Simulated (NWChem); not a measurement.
# C$_{2}$H$_{4}$O$_{3}$Si; SMILES O[Si]1(O)C=CO1

```xyz
10

O      1.2610     1.3708     0.2331
Si    -0.0296     0.3505     0.0841
O     -1.3327     1.3042    -0.2072
C     -0.2976    -1.1671     1.0810
C     -0.0032    -1.8046    -0.0689
O      0.2926    -0.8931    -1.0843
H      2.1328     0.9552     0.1651
H     -1.1437     2.1504    -0.6383
H     -0.5787    -1.5813     2.0370
H      0.0405    -2.8557    -0.3473
```
Atoms are numbered in this order, from 1.

All runs: NWChem. Medium grid unless said otherwise, to which SCAN and Minnesota functionals are sensitive. All runs use the structure optimised with B3LYP/6-31G* (spherical d). Hybrids' shares of exact exchange are those that their runs print; pure functionals count as 0. The functionals differ in more than this share.

| row | share of exact exchange | orbital gap (eV) |
|---|---|---|
| PBE/def2-SVP | 0.00 | 4.43 |
| BLYP/def2-SVP | 0.00 | 4.42 |
| TPSSh/def2-SVP | 0.10 | 5.55 |
| B3LYP/def2-SVP | 0.20 | 6.27 |
| M06-2X/def2-SVP | 0.54 | 9.01 |
| Hartree-Fock/def2-SVP | 1.00 | withheld |

Task: Fit a straight line of the last column on the one before it, predict the withheld value, and compare with the run.

Result: 
1. Means of the 5 shown rows: x = 0.168, y = 5.936. Slope Σ(x − x̄)(y − ȳ)/Σ(x − x̄)² = 1.688/0.2005 = 8.421; intercept 4.521.
2. The shown rows scatter about the line by 0.110 (root mean square); the largest residual is +0.19, at TPSSh/def2-SVP.
3. At x = 1.00 (Hartree-Fock/def2-SVP; beyond the shown range) the line gives 12.94.
4. The run gives 13.63, +0.69 from the line, 6.2 times the scatter.
